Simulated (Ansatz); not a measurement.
Consider the substitution at a C–C bond: `OCCBF` + `[AsH3]` → `OC[AsH2]` + `CBF`.

Isolated molecules relaxed with PBE0-D4/def2-TZVP in Ansatz; ΔE leaves out vibrations. CBS: MP2 limit from def2 TZ/QZ plus the TZ coupled-cluster correction, frozen cores. This one scheme is used for every species. Functionals use def2-TZVPP. For As outer-core shells are correlated without core-valence functions, which leaves a few kJ/mol of doubt a bond. Scalar relativity is left out up to krypton. One conformer a species, not always the lowest.

| level | ΔE (kcal/mol) | difference from CCSD(T)/CBS |
| --- | --- | --- |
| PBE-D4 | -0.5 | -1.2 |
| r2SCAN-D4 | 0.3 | -0.4 |
| ωB97X-V | 1.5 | 0.8 |
| ωB97M-V | 1.1 | 0.4 |
| B2PLYP | 0.0 | -0.7 |
| PBE0 | 0.4 | -0.3 |
| CCSD/def2-TZVPP | 1.1 | 0.4 |
| MP2/def2-QZVPP | -0.1 | -0.8 |
| HF/CBS(def2) | 1.9 | 1.2 |
| MP2/CBS(def2) | -0.2 | -0.9 |
| CCSD(T)/CBS | 0.7 | 0 |

Largest T1 diagnostic among the species: 0.012.

From PBE to PBE0 (25 % exact exchange), in def2-TZVPP and without D4, ΔE moves by +1.1 kcal/mol. In def2-TZVPP, CCSD(T) changes the Hartree–Fock value by −1.1 kcal/mol (the triples alone add −0.3 kcal/mol) and MP2 by −1.9 kcal/mol.
